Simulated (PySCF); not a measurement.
Ni (nickel, neutral): UHF calculation

Configuration: [Ar] 3d8 4s2, high-spin 3F determinant. Computed with PySCF 2.14 in 6-31G* (5s4p2d1f, 34 functions), with the non-relativistic Hamiltonian (point nucleus).

- Total energy: -1506.610379 hartree
- One-electron energy: -2093.6487 hartree
- Hartree (Coulomb) energy: 648.8103 hartree
- Exchange energy: -61.7720 hartree
- Kinetic energy: 1506.45711 hartree
- ⟨S²⟩: 2.0032
- ⟨L²⟩: 12.012
- Sum of ⟨r⟩: 21.88 bohr
- Sum of ⟨r²⟩: 37.73 bohr²
- Density at the nucleus (Gaussians lack the cusp): 14100 bohr⁻³
- Spin density at the nucleus: 0.236 bohr⁻³
- Langevin diamagnetic susceptibility: -29.9 ×10⁻⁶ cm³/mol
- Time after the integrals: 0.15 s of wall time on 1 thread of Intel(R) Xeon(R) Platinum 8375C CPU @ 2.90GHz (shared host)

```json
{"shell": "1s α", "electrons": "1", "mean orbital energy (hartree)": "-305.57825", "spread (hartree)": "0", "rms radius, mean of both spins (bohr)": "0.0635"}
{"shell": "1s β", "electrons": "1", "mean orbital energy (hartree)": "-305.57708", "spread (hartree)": "0", "rms radius, mean of both spins (bohr)": "0.0635"}
{"shell": "2s α", "electrons": "1", "mean orbital energy (hartree)": "-37.93287", "spread (hartree)": "0", "rms radius, mean of both spins (bohr)": "0.268"}
{"shell": "2s β", "electrons": "1", "mean orbital energy (hartree)": "-37.85885", "spread (hartree)": "0", "rms radius, mean of both spins (bohr)": "0.268"}
{"shell": "2p α", "electrons": "3", "mean orbital energy (hartree)": "-32.95797", "spread (hartree)": "0", "rms radius, mean of both spins (bohr)": "0.239"}
{"shell": "2p β", "electrons": "3", "mean orbital energy (hartree)": "-32.88621", "spread (hartree)": "0", "rms radius, mean of both spins (bohr)": "0.239"}
{"shell": "3s α", "electrons": "1", "mean orbital energy (hartree)": "-4.95600", "spread (hartree)": "0", "rms radius, mean of both spins (bohr)": "0.805"}
{"shell": "3s β", "electrons": "1", "mean orbital energy (hartree)": "-4.76165", "spread (hartree)": "0", "rms radius, mean of both spins (bohr)": "0.805"}
{"shell": "3p α", "electrons": "3", "mean orbital energy (hartree)": "-3.36870", "spread (hartree)": "0", "rms radius, mean of both spins (bohr)": "0.854"}
{"shell": "3p β", "electrons": "3", "mean orbital energy (hartree)": "-3.13327", "spread (hartree)": "0", "rms radius, mean of both spins (bohr)": "0.854"}
{"shell": "3d α", "electrons": "5", "mean orbital energy (hartree)": "-0.70208", "spread (hartree)": "0.04938", "rms radius, mean of both spins (bohr)": "1.06"}
{"shell": "3d β", "electrons": "3", "mean orbital energy (hartree)": "-0.60693", "spread (hartree)": "0", "rms radius, mean of both spins (bohr)": "1.06"}
{"shell": "4s α", "electrons": "1", "mean orbital energy (hartree)": "-0.27664", "spread (hartree)": "0", "rms radius, mean of both spins (bohr)": "3.36"}
{"shell": "4s β", "electrons": "1", "mean orbital energy (hartree)": "-0.26104", "spread (hartree)": "0", "rms radius, mean of both spins (bohr)": "3.36"}
```
